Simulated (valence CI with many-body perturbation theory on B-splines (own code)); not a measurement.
**Forbidden lines of Lu³⁸⁺**

Calculated by valence CI with perturbative core correlation (CI+MBPT): five valence electrons over a frozen Dirac-Fock core [Ar] 3d10, radial functions for each j: 9 s, 9 p, 8 d, 6 f, 3 g, 1 h, with the one-electron correlation potential Σ1 (screened to all orders), the two-electron term Σ2, the three-electron term Σ3, Breit, model QED; selected single and double excitations, second order for the rest (own B-spline code, finite nucleus).

The last digits are not significant, and no measured levels were compared; by estimate large intervals hold to a few tenths of a per cent, small ones and those within an open d or f shell to about a per cent. Among the levels kept, up to 300 cm⁻¹ of a level comes from second order outside the variational space, and about a tenth of that is noise between levels of different J, which matters for small intervals.

Lines 1 to 19 of 19 in falling wavelength, among levels below 334.44 eV, chosen from the decays that carry over 1 % of a level's rate. Wavelengths and rates use the calculated energies. Electric multipoles are in the length gauge, E1 and E2 with the static RPA response of the core. S is in atomic units (e²a₀⁴ for E2 and M2, e²a₀⁶ for E3), for M1 in squared Bohr magnetons. Weak lines are less certain than strong ones. Lines between different terms over intervals too small for the method are left out, as are lines whose strength nearly cancels.

Levels are named by their leading jj configuration (3d3/2^4 stands for four electrons in 3d with j = 3/2), which in mixed levels can hold well under half, so a name can repeat and another be missing. Letters in brackets count levels of one name in rising energy.

| λ vac (nm) | Upper | Lower | Type | A (s⁻¹) | S (a.u.) |
| --- | --- | --- | --- | --- | --- |
| 74.35 | (4s^2 4p1/2 4p3/2 4d5/2) J=9/2 | (4s^2 4p1/2 4p3/2 4d3/2) J=7/2 | M1 | 2.85e+04 | 4.34e+00 |
| 20.31 | (4s^2 4p3/2^2 4d5/2) J=9/2 | (4s^2 4p1/2 4p3/2 4d5/2) J=7/2 [b] | M1 | 9.54e+05 | 2.96e+00 |
| 19.06 | (4s^2 4p1/2 4p3/2 4d5/2) J=9/2 | (4s^2 4p1/2^2 4d5/2) J=5/2 | E2 | 1.96e+04 | 4.40e-02 |
| 17.61 | (4s^2 4p1/2 4p3/2^2) J=3/2 | (4s^2 4p1/2^2 4p3/2) J=3/2 | M1 | 3.55e+06 | 2.88e+00 |
| 17.39 | (4s^2 4p3/2^3) J=3/2 | (4s^2 4p1/2 4p3/2^2) J=1/2 | M1 | 8.97e+05 | 7.00e-01 |
| 16.94 | (4s^2 4p3/2^2 4d5/2) J=9/2 | (4s^2 4p1/2 4p3/2 4d5/2) J=9/2 | M1 | 1.61e+06 | 2.91e+00 |
| 16.94 | (4s^2 4p3/2^2 4d5/2) J=9/2 | (4s^2 4p1/2 4p3/2 4d5/2) J=9/2 | E2 | 5.30e+04 | 6.61e-02 |
| 16.42 | (4s^2 4p1/2 4p3/2^2) J=5/2 | (4s^2 4p1/2^2 4p3/2) J=3/2 | M1 | 6.30e+05 | 6.20e-01 |
| 16.42 | (4s^2 4p1/2 4p3/2^2) J=5/2 | (4s^2 4p1/2^2 4p3/2) J=3/2 | E2 | 9.94e+04 | 6.35e-02 |
| 15.95 | (4s^2 4p3/2^3) J=3/2 | (4s^2 4p1/2 4p3/2^2) J=5/2 | M1 | 1.12e+06 | 6.74e-01 |
| 15.95 | (4s^2 4p3/2^3) J=3/2 | (4s^2 4p1/2 4p3/2^2) J=5/2 | E2 | 1.96e+05 | 7.21e-02 |
| 15.75 | (4s^2 4p1/2 4p3/2 4d5/2) J=9/2 | (4s 4p1/2^2 4p3/2^2) J=5/2 | E2 | 1.79e+04 | 1.54e-02 |
| 15.73 | (4s^2 4p3/2^2 4d5/2) J=9/2 | (4s^2 4p1/2 4p3/2 4d5/2) J=7/2 [a] | M1 | 1.34e+06 | 1.94e+00 |
| 15.73 | (4s^2 4p3/2^2 4d5/2) J=9/2 | (4s^2 4p1/2 4p3/2 4d5/2) J=7/2 [a] | E2 | 5.09e+04 | 4.37e-02 |
| 15.12 | (4s^2 4p1/2 4p3/2^2) J=1/2 | (4s^2 4p1/2^2 4p3/2) J=3/2 | M1 | 2.37e+06 | 6.08e-01 |
| 15.12 | (4s^2 4p1/2 4p3/2^2) J=1/2 | (4s^2 4p1/2^2 4p3/2) J=3/2 | E2 | 1.05e+05 | 1.48e-02 |
| 14.96 | (4s^2 4p3/2^3) J=3/2 | (4s^2 4p1/2 4p3/2^2) J=3/2 | M1 | 4.78e+06 | 2.37e+00 |
| 13.80 | (4s^2 4p3/2^2 4d5/2) J=9/2 | (4s^2 4p1/2 4p3/2 4d3/2) J=7/2 | M1 | 7.71e+04 | 7.51e-02 |
| 7.776 | (4s^2 4p1/2 4p3/2 4d5/2) J=9/2 | (4s^2 4p1/2 4p3/2^2) J=5/2 | M2 | 4.90e+03 | 1.24e-04 |
